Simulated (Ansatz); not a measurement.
`C[S][GeH2][OH]` → `[CH2]` (triplet) + `[OH][GeH2][SH]`  (formal loss of a carbene)

Gas-phase electronic energies from Ansatz, PBE0-D4/def2-TZVP geometries. CBS: MP2 limit from def2 TZ/QZ plus the TZ coupled-cluster correction, frozen cores. This one scheme is used for every species. DFT in def2-TZVPP. B3LYP here is the variant with VWN-RPA as its local correlation; programs differ in this. Triplets are unrestricted, without spin–orbit coupling. For Ge outer-core shells are correlated without core-valence functions, which leaves a few kJ/mol of doubt a bond. Scalar relativity is left out up to krypton. Each species was taken in one conformer, which may not be the lowest.

Task: Is it downhill or uphill in electronic energy at CCSD(T)/CBS, and by how much? (Estimate.)

Result: Computed: Uphill: ΔE = +418.6 kJ/mol.

Task: What do these levels give: PBE-D4, ωB97X-V, ωB97M-V, B2PLYP, PBE0, B3LYP, SCS-MP2/def2-TZVPP, CCSD/def2-TZVPP, CCSD(T)/def2-TZVPP, HF/def2-QZVPP, MP2/def2-QZVPP, MP2/CBS(def2)? (Best estimate.)

Result: Ansatz gave: PBE-D4 426.4, ωB97X-V 427.5, ωB97M-V 419.3, B2PLYP 407.6, PBE0 409.8, B3LYP 400.5, SCS-MP2/def2-TZVPP 418.9, CCSD/def2-TZVPP 391.8, CCSD(T)/def2-TZVPP 404.2, HF/def2-QZVPP 266.6, MP2/def2-QZVPP 426.9, MP2/CBS(def2) 433.0 kJ/mol.

Largest T1 diagnostic among the species: 0.012.

From PBE to PBE0 (25 % exact exchange), in def2-TZVPP and without D4, ΔE moves by −9.7 kJ/mol. The D4 term adds +11.1 kJ/mol with B3LYP and +6.0 kJ/mol with PBE0; it sums over pairs of atoms, weighted by their polarisabilities, and B3LYP, whose exchange is more repulsive, gets the larger term. In def2-TZVPP, CCSD(T) changes the Hartree–Fock value by +137.6 kJ/mol (the triples alone add +12.4 kJ/mol) and MP2 by +152.1 kJ/mol.
